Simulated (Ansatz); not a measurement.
Reaction (ligand exchange at the As–C bond): `NB1[SiH2]C1[AsH2]` + CH₃SH → `CS[AsH2]` + `NB1C[SiH2]1`

Program: Ansatz. Geometries: PBE0-D4/def2-TZVP. ΔE: electronic, gas phase. CCSD(T)/CBS adds triple-zeta CCSD(T) − MP2 to the extrapolated MP2 energy (def2 sets, frozen cores). This one scheme is used for every species. Functionals use def2-TZVPP. For As outer-core shells are correlated without core-valence functions, which leaves a few kJ/mol of doubt a bond. Scalar relativity is left out up to krypton. Each species was taken in one conformer, which may not be the lowest.

```
             level  ΔE (kcal/mol)
            PBE-D4           -7.7
           ωB97X-V           -6.8
            r2SCAN           -7.8
              PBE0           -8.0
SCS-MP2/def2-TZVPP           -4.5
    MP2/def2-QZVPP           -4.3
      HF/CBS(def2)           -8.5
     MP2/CBS(def2)           -4.7
```

(1) What does CCSD(T)/CBS give? (Estimate.)

Largest T1 diagnostic among the species: 0.013.

Results:

(1) The calculation gave: -5.5 kcal/mol. The listed levels differ from it by -2.2, -1.3, -2.3, -2.5, 1.0, 1.2, -3.0, 0.8 kcal/mol.

The D4 term adds +1.6 kcal/mol with B3LYP and +0.9 kcal/mol with PBE0; it sums over pairs of atoms, weighted by their polarisabilities, and B3LYP, whose exchange is more repulsive, gets the larger term. In def2-TZVPP, CCSD(T) changes the Hartree–Fock value by +3.9 kcal/mol (the triples alone add +0.5 kcal/mol) and MP2 by +4.7 kcal/mol.

B3LYP here is the variant with VWN-RPA as its local correlation; programs differ in this.
